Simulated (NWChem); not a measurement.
Program: NWChem. System: iminoborane (H2BN), charge 0, spin multiplicity 1, at a geometry optimised with PBE/def2-SVP. Level: MP2/def2-SVP, 2 core orbitals frozen.

Part of the output:

```
             Northwest Computational Chemistry Package (NWChem) 7.3.0
             --------------------------------------------------------

                                NWChem Input Module
                                -------------------

 Scaling coordinates for geometry "geometry" by  1.889725989
 (inverse scale =  0.529177249)

 Turning off AUTOSYM since
 SYMMETRY directive was detected!

                             Geometry "geometry" -> ""
                             -------------------------

 Output coordinates in angstroms (scale by  1.889725989 to convert to a.u.)

  No.       Tag          Charge          X              Y              Z
 ---- ---------------- ---------- -------------- -------------- --------------
    1 B                    5.0000     0.00000000     0.00000000    -0.70105700
    2 N                    7.0000     0.00000000     0.00000000     0.54884500
    3 H                    1.0000     0.00000000     0.00000000    -1.89101100
    4 H                    1.0000     0.00000000     0.00000000     1.55437900

 Effective nuclear repulsion energy (a.u.)      23.5704249663

            Nuclear Dipole moment (a.u.)
            ----------------------------
        X                 Y               Z
 ---------------- ---------------- ----------------
     0.0000000000     0.0000000000    -0.0000037795

      Symmetry information
      --------------------

 Group name             C2v
 Group number             16
 Group order               4
 No. of unique centers     4

      Symmetry unique atoms

     1    2    3    4


 Summary of "ao basis" -> "" (spherical)
 ------------------------------------------------------------------------------
       Tag                 Description            Shells   Functions and Types
 ---------------- ------------------------------  ------  ---------------------
 *                          def2-svp                  on all atoms

 Summary of "ao basis" -> "ao basis" (spherical)
 ------------------------------------------------------------------------------
       Tag                 Description            Shells   Functions and Types
 ---------------- ------------------------------  ------  ---------------------
 B                          def2-svp                 6       14   3s2p1d
 N                          def2-svp                 6       14   3s2p1d
 H                          def2-svp                 3        5   2s1p

                                 NWChem SCF Module
                                 -----------------

  ao basis        = "ao basis"
  functions       =    38
  atoms           =     4
  closed shells   =     7
  open shells     =     0
  charge          =   0.00
  wavefunction    = RHF
  use symmetry    = T
  symmetry adapt  = T

 Summary of "ao basis" -> "ao basis" (spherical)
 ------------------------------------------------------------------------------
       Tag                 Description            Shells   Functions and Types
 ---------------- ------------------------------  ------  ---------------------
 B                          def2-svp                 6       14   3s2p1d
 N                          def2-svp                 6       14   3s2p1d
 H                          def2-svp                 3        5   2s1p

      Symmetry analysis of basis
      --------------------------

        a1         20
        a2          2
        b1          8
        b2          8

 Forming initial guess at       0.0s

      Superposition of Atomic Density Guess
      -------------------------------------

 Sum of atomic energies:         -79.74673428

      Non-variational initial energy
      ------------------------------

 Total energy =     -80.413064
 1-e energy   =    -152.905233
 2-e energy   =      48.921744
 HOMO         =      -0.408331
 LUMO         =       0.066040

      Symmetry analysis of molecular orbitals - initial
      -------------------------------------------------

 !! scf_movecs_sym_adapt:   20 vectors were symmetry contaminated

  Symmetry fudging

 !! scf_movecs_sym_adapt:   20 vectors were symmetry contaminated

  Numbering of irreducible representations:

     1 a1          2 a2          3 b1          4 b2

  Orbital symmetries:
[...]
    4   -0.7259
    5   -0.6036
    6   -0.4223
    7   -0.4223
    8    0.1735
    9    0.1735
   10    0.1872
   11    0.2421
   12    0.3388
   13    0.3758
   14    0.5050
   15    0.5050
   16    0.6915
   17    0.8271

                       ROHF Final Molecular Orbital Analysis
                       -------------------------------------

 Vector    5  Occ=2.000000D+00  E=-6.035880D-01  Symmetry=a1
              MO Center=  2.9D-17, -5.2D-17, -1.5D+00, r^2= 9.9D-01
   Bfn.  Coefficient  Atom+Function         Bfn.  Coefficient  Atom+Function
  ----- ------------  ---------------      ----- ------------  ---------------
    29      0.414722  3 H  s                  6      0.371776  1 B  pz
     2      0.213291  1 B  s

 Vector    6  Occ=2.000000D+00  E=-4.223073D-01  Symmetry=b2
              MO Center=  1.0D-33, -2.6D-17,  2.6D-01, r^2= 1.1D+00
   Bfn.  Coefficient  Atom+Function         Bfn.  Coefficient  Atom+Function
  ----- ------------  ---------------      ----- ------------  ---------------
    19      0.499559  2 N  py                22     -0.391722  2 N  py
     5      0.281671  1 B  py

 Vector    7  Occ=2.000000D+00  E=-4.223073D-01  Symmetry=b1
              MO Center=  7.8D-18,  1.1D-33,  2.6D-01, r^2= 1.1D+00
   Bfn.  Coefficient  Atom+Function         Bfn.  Coefficient  Atom+Function
  ----- ------------  ---------------      ----- ------------  ---------------
    18      0.499559  2 N  px                21     -0.391722  2 N  px
     4      0.281671  1 B  px

 Vector    8  Occ=0.000000D+00  E= 1.735202D-01  Symmetry=b2
              MO Center= -3.5D-33,  1.6D-16, -6.8D-01, r^2= 3.1D+00
   Bfn.  Coefficient  Atom+Function         Bfn.  Coefficient  Atom+Function
  ----- ------------  ---------------      ----- ------------  ---------------
     8      0.916938  1 B  py                22     -0.556045  2 N  py
     5     -0.286491  1 B  py                19      0.281228  2 N  py

 Vector    9  Occ=0.000000D+00  E= 1.735202D-01  Symmetry=b1
              MO Center= -1.5D-17, -1.7D-33, -6.8D-01, r^2= 3.1D+00
   Bfn.  Coefficient  Atom+Function         Bfn.  Coefficient  Atom+Function
  ----- ------------  ---------------      ----- ------------  ---------------
     7      0.916938  1 B  px                21     -0.556045  2 N  px
     4     -0.286491  1 B  px                18      0.281228  2 N  px

 Vector   10  Occ=0.000000D+00  E= 1.872260D-01  Symmetry=a1
              MO Center= -1.2D-16,  1.8D-17,  3.4D-01, r^2= 5.2D+00
   Bfn.  Coefficient  Atom+Function         Bfn.  Coefficient  Atom+Function
  ----- ------------  ---------------      ----- ------------  ---------------
     3      1.748541  1 B  s                 17     -1.264655  2 N  s
    30     -1.158302  3 H  s                 35      1.067330  4 H  s
    23     -0.221230  2 N  pz                 9     -0.169835  1 B  pz

 center of mass
 --------------
 x =   0.00000000 y =   0.00000000 z =  -0.02600258

 moments of inertia (a.u.)
 ------------------
          55.932898373540           0.000000000000           0.000000000000
           0.000000000000          55.932898373540           0.000000000000
           0.000000000000           0.000000000000           0.000000000000

  Mulliken analysis of the total density
  --------------------------------------

    Atom       Charge   Shell Charges
 -----------   ------   -------------------------------------------------------
    1 B    5     4.92   1.99  0.77  0.14  1.45  0.48  0.08
    2 N    7     7.24   1.99  0.95  0.42  2.37  1.50  0.01
    3 H    1     1.00   0.73  0.25  0.02
    4 H    1     0.84   0.70  0.09  0.05

       Multipole analysis of the density wrt the origin
       ------------------------------------------------

     L   x y z        total         open         nuclear
     -   - - -        -----         ----         -------
     0   0 0 0     -0.000000      0.000000     14.000000

     1   1 0 0     -0.000000      0.000000      0.000000
     1   0 1 0     -0.000000      0.000000      0.000000
     1   0 0 1     -0.056452      0.000000     -0.000004

     2   2 0 0     -9.670128      0.000000      0.000000
     2   1 1 0     -0.000000      0.000000      0.000000
     2   1 0 1      0.000000      0.000000      0.000000
     2   0 2 0     -9.670128      0.000000      0.000000
     2   0 1 1     -0.000000      0.000000      0.000000
     2   0 0 2     -5.890632      0.000000     37.703429

                   NWChem MP2 Semi-direct Energy/Gradient Module
                   ---------------------------------------------

  Basis functions       =     38
  Molecular orbitals    =     38
  Frozen core           =      2
  Frozen virtuals       =      0
  Active alpha occupied =      5
  Active beta occupied  =      5
  Active alpha virtual  =     31
  Active beta virtual   =     31
  Use MO symmetry       = T
  Use skeleton AO sym   = T

  AO/Fock/Back tols     =   1.0D-09  1.0D-09  1.0D-09

 GA uses MA = F    GA memory limited = T

 Available:
  local mem=  1.26D+08
 global mem=  1.44D+08
 local disk=  0.00D+00
  mp2_memr nvloc                    31
  nvloc new                    31
   1 passes of   5:        2097152                       6898                    393033.
   1 passes of   5: M    126154808           G      144176312           F     124057656.

 Semi-direct pass number   1 of   1  for RHF alpha+beta  at        0.1s
  vrange nnbf                   741
  mp2_eaftype                    10  avail_ma_in_mb                  1099
 EAF : mp2_eaftype filesize          10     196517.
  mp2_eaf for mointskh                     10
Node 0 wrote      0.9 Mb in      0.0 s     Agg I/O rate:  2218.7 Mb/s
 Done moints_semi at        0.2s
  mp2_eaftype                    10  avail_ma_in_mb                  1089
 EAF : mp2_eaftype filesize          10     196517.
  mp2_eaf for kh                    10
 Done maket at        0.2s
 Done multipass loop at        0.2s

          -------------------------------------------
          SCF energy                 -80.234757610859
          Correlation energy          -0.251612616494
          Singlet pairs               -0.161205638806
          Triplet pairs               -0.090406977689
          Total MP2 energy           -80.486370227354
          -------------------------------------------

          ---------------------------------------------------
                    Spin Component Scaled (SCS) MP2
          Same spin pairs                     -0.060271318459
          Same spin scaling factor             0.333333333333
          Opposite spin pairs                 -0.191341298035
          Opposite spin scaling fact.          1.200000000000
          SCS-MP2 correlation energy          -0.249699997129
          Total SCS-MP2 energy               -80.484457607988
          ---------------------------------------------------

 -----------------------
 Performance information
 -----------------------

 Timer overhead =  9.89D-08 seconds/call

               Nr. of calls         CPU time (s)                 Wall time (s)                GFlops
             ---------------    -------------------     ------------------------------   -------------------
Name         Min   Avg   Max    Min     Avg     Max     Min     Avg     Max   Mx/calls   Min     Max     Sum
mp2: moin     1     1     1   6.45E-2 6.45E-2 6.45E-2  6.45E-2 6.45E-2 6.45E-2 6.45E-2   0.0     0.0     0.0
mp2: make     1     1     1   5.12E-3 5.12E-3 5.12E-3  5.12E-3 5.12E-3 5.12E-3 5.12E-3   0.0     0.0     0.0
mp2: tota     1     1     1   8.09E-2 8.09E-2 8.09E-2  8.09E-2 8.09E-2 8.09E-2 8.09E-2   0.0     0.0     0.0

 The average no. of pstat calls per process was 3.00D+00
 with a timing overhead of 2.97D-07s

 Task  times  cpu:        0.2s     wall:        0.2s

 Total times  cpu:        0.2s     wall:        0.2s
```

Question: Write an NWChem input that would produce this output.

Answer: Several could match; the one computed here: 
```
start mol
memory heap 200 mb stack 900 mb global 1100 mb
geometry units angstroms nocenter noautoz
  B      0.000000     0.000000    -0.701057
  N      0.000000     0.000000     0.548845
  H      0.000000     0.000000    -1.891011
  H      0.000000     0.000000     1.554379
  symmetry group C2v
end
basis spherical
  * library def2-svp
end
scf
  rhf
  nopen 0
  maxiter 100
  thresh 1e-7
  semidirect memsize 60000000 filesize 0
end
mp2
  freeze core 2
end
task mp2 energy
```
